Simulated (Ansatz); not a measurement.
Reaction (redistribution): `CC[Si]O[SiH3]` + `CC[SiH2]I` → `[SiH3]C[SiH2]I` + `CC[Si]OC`

Computed with Ansatz on PBE0-D4/def2-TZVP structures; ΔE is electronic, products minus reactants. CCSD(T)/CBS is the MP2 limit (def2-TZVPP, def2-QZVPP) plus CCSD(T) − MP2 in def2-TZVPP, frozen cores. Functionals use def2-TZVPP. B3LYP here is the variant with VWN-RPA as its local correlation; programs differ in this. Elements past krypton have def2 core potentials. For I outer-core shells are correlated without core-valence functions, which leaves a few kJ/mol of doubt a bond. One conformer a species, not always the lowest.

```csv
level,ΔE (kJ/mol),difference from CCSD(T)/CBS
PBE-D4,121.9,-17.5
r2SCAN-D4,132.4,-7.0
ωB97X-V,134.0,-5.4
ωB97M-V,135.7,-3.7
B2PLYP,138.4,-1.0
PBE,121.5,-17.9
r2SCAN,132.3,-7.1
PBE0,128.7,-10.7
B3LYP,135.4,-4.0
MP2/def2-TZVPP,141.7,2.3
SCS-MP2/def2-TZVPP,142.7,3.3
CCSD(T)/def2-TZVPP,137.2,-2.2
HF/def2-QZVPP,154.0,14.6
SCS-MP2/def2-QZVPP,144.4,5.0
MP2/CBS(def2),143.9,4.5
CCSD/CBS(def2),142.7,3.3
CCSD(T)/CBS,139.4,0
```

Largest T1 diagnostic among the species: 0.013.

From PBE to PBE0 (25 % exact exchange), in def2-TZVPP and without D4, ΔE moves by +7.2 kJ/mol. In def2-TZVPP, CCSD(T) changes the Hartree–Fock value by −15.4 kJ/mol (the triples alone add −3.4 kJ/mol) and MP2 by −10.9 kJ/mol.
